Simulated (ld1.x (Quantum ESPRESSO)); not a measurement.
**What one change does to a pseudopotential (C (Z = 6), TM)**

* Element: carbon (C)
* Generator: ld1.x (Quantum ESPRESSO) 7.5
* Type: norm-conserving Troullier–Martins (Kleinman–Bylander form)
* Functional: PBE
* Relativity: scalar-relativistic
* Frozen core: [He]
* Valence charge: 4
* Reference configuration: 2s1.5 2p2.5
* Partial waves: 2p (bound): rc 1.85 bohr; 2s (bound): rc 1.00 bohr
* Local potential: the s channel
* Core correction: a·sin(br)/r model core inside 0.75 bohr

Change: wave 2p (bound): rc 1.85 bohr becomes 2p (bound): rc 1.32 bohr.

Cutoffs: the cutoffs (Ry, on a coarse ladder) from which the occupation-weighted sum of valence levels, in a spherical-Bessel basis at the reference potential, stays within 10 and 1 mRy of its value at 400 Ry; they do not see the model core or the augmentation charge, which bear on the density cutoff. Errors are all-electron minus pseudo energies relative to the spin-unpolarised reference configuration.

Predict the effect on cutoff, ghosts and configuration errors.

The potential gets harder (35 Ry and 90 Ry → 50 Ry and 100 Ry); of the 7 tests that both files solve, the error grows in 2 and shrinks in 5 by more than 15 % and 0.3 meV (median size 8.0 → 4.8 meV); neither file shows a bound ghost. A smaller radius makes the pseudo-wave follow the all-electron one further in, where it bends more sharply, so more plane waves are needed.

```tsv
quantity	base	changed
cutoff, loose	35 Ry	50 Ry
cutoff, tight	90 Ry	100 Ry
loose cutoff by channel (10 mRy a level)	p 30 Ry, s 30 Ry	p 45 Ry, s 30 Ry
bound ghosts	none	none
error for 2s2 2p2, meV [ΔE -4.24 eV]	+0.3	+2.0
error for 2s2 2p1, meV [ΔE 6.63 eV]	+33	+13
error for 2s2 2p0, meV [ΔE 30.78 eV]	+243	+97
error for 2s1 2p2, meV [ΔE 15.38 eV]	-6.9	-0.8
error for 2s1 2p3, meV [ΔE 4.24 eV]	+0.4	+2.1
error for 2s1 2p0, meV [ΔE 78.98 eV]	+524	+220
error for 2s2 2p1.5, meV [ΔE -0.27 eV]	+8.0	+4.8
```
